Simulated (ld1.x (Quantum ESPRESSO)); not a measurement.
# Be (Z = 4): excitation energies, all-electron against PAW

beryllium (Be), PAW, made with ld1.x (Quantum ESPRESSO) 7.5 (revPBE, scalar-relativistic). Core none, reference 1s2 2s0 2p0 (charge +2). Waves: 1s (bound): rcut 0.65, rcutus 0.70 bohr; 2s (bound, empty): rcut 0.65, rcutus 0.70 bohr; 2p (bound, empty): rcut 2.30, rcutus 2.80 bohr; 2p channel at -0.8 Ry: rcut 2.30, rcutus 2.80 bohr. Local part: all-electron potential smoothed inside 2.45 bohr (lloc = -1). Core correction: none. Augmentation charge: BESSEL, radius 0.65 bohr.

Energies are relative to the spin-unpolarised reference configuration 1s2 2s0 2p0; without spin polarisation the order of configurations can differ from experiment. Not all tests gave a result: test run stopped at test 7 of 7 (negative rho).

```
valence configuration  charge  ΔE all-electron (eV)  error AE − PS (meV)
          1s2 2s2 2p0       0               -27.531                  -17
          1s2 2s1 2p0      +1               -17.974                 -5.4
          1s2 2s1 2p1       0               -23.885                  -11
          1s2 2s0 2p2       0               -20.215                 -0.1
```

What are ΔE and the potential's error for 1s2 2s1.5 2p0?

ΔE = -23.767 eV all-electron; the error (AE − PS) is -11 meV.

What are ΔE and the potential's error for 1s2 2s0 2p1?

ΔE = -14.023 eV all-electron; the error (AE − PS) is -0.4 meV.
